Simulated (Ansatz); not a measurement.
CH7GaOSi, SMILES `C[SiH](O)[GaH2]`. The species carries charge 0 and has multiplicity 1.

```xyz
11

C     0.587   -1.514    0.128
Si    0.111    0.166   -0.547
O     1.381    1.240   -0.467
Ga   -1.607    1.297    0.735
H    -0.263   -2.201    0.063
H     1.410   -1.953   -0.443
H     0.889   -1.450    1.175
H    -0.282   -0.036   -1.978
H     2.139    1.072   -1.029
H    -1.751    1.067    2.289
H    -2.614    2.312    0.074
```

(1) What are the harmonic wavenumbers in cm⁻¹ at PBE0-D4/def2-TZVP (Ansatz, finite differences of forces, unscaled)? (An estimate is asked.)

## Answers

(1) The calculation gave: 30i, 110, 146, 172, 180, 250, 332, 400, 554, 654, 686, 747, 749, 783, 834, 906, 928, 1271, 1443, 1447, 1933, 1943, 2153, 3040, 3119, 3135, 3904.
